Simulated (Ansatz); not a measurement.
Gas-phase electronic energies from Ansatz, PBE0-D4/def2-TZVP geometries. CCSD(T)/CBS adds triple-zeta CCSD(T) − MP2 to the extrapolated MP2 energy (def2 sets, frozen cores). DFT in def2-TZVPP. B3LYP here is the variant with VWN-RPA as its local correlation; programs differ in this. For Ga, Se outer-core shells are correlated without core-valence functions, which leaves a few kJ/mol of doubt a bond. Scalar relativity is left out up to krypton. Each species was taken in one conformer, which may not be the lowest.

`C[NH][Ga]([F])[F]` + `C#CC[SeH]` → `C#[C][Ga]([F])[F]` + `CNC[SeH]`  (redistribution)

| level | ΔE (kJ/mol) | difference from CCSD(T)/CBS |
| --- | --- | --- |
| PBE-D4 | 46.0 | 2.1 |
| B3LYP-D4 | 47.8 | 3.9 |
| ωB97X-V | 42.7 | -1.2 |
| r2SCAN | 45.7 | 1.8 |
| PBE0 | 45.7 | 1.8 |
| SCS-MP2/def2-TZVPP | 43.6 | -0.3 |
| HF/def2-QZVPP | 41.1 | -2.8 |
| MP2/def2-QZVPP | 48.0 | 4.1 |
| SCS-MP2/def2-QZVPP | 45.9 | 2.0 |
| HF/CBS(def2) | 41.3 | -2.6 |
| CCSD(T)/CBS | 43.9 | 0 |

Largest T1 diagnostic among the species: 0.015.
